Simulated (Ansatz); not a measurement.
The same ligand exchange along the group B, Ga, In.

Isolated molecules relaxed with PBE0-D4/def2-TZVP in Ansatz; ΔE leaves out vibrations. CCSD(T)/CBS is the MP2 limit (def2-TZVPP, def2-QZVPP) plus CCSD(T) − MP2 in def2-TZVPP, frozen cores. This one scheme is used for every species. DFT in def2-TZVPP. def2 core potentials past Kr. For As, Ga, In outer-core shells are correlated without core-valence functions, which leaves a few kJ/mol of doubt a bond. Scalar relativity is left out up to krypton.

| reaction | CCSD(T)/CBS(def2) (kcal/mol) |
| --- | --- |
| `B[AsH2]` + HCl → `BCl` + `[AsH3]` | ? |
| `[GaH2][AsH2]` + HCl → `[Cl][GaH2]` + `[AsH3]` | -15.6 |
| `[AsH2][InH2]` + HCl → `[Cl][InH2]` + `[AsH3]` | -13.2 |

**Question.** Fill in the missing values. (An estimate is asked.)

**Answer.** Computed: `B[AsH2]` + HCl → `BCl` + `[AsH3]`: -16.9 kcal/mol.

Largest T1 diagnostic: 0.014, for `B[AsH2]`.
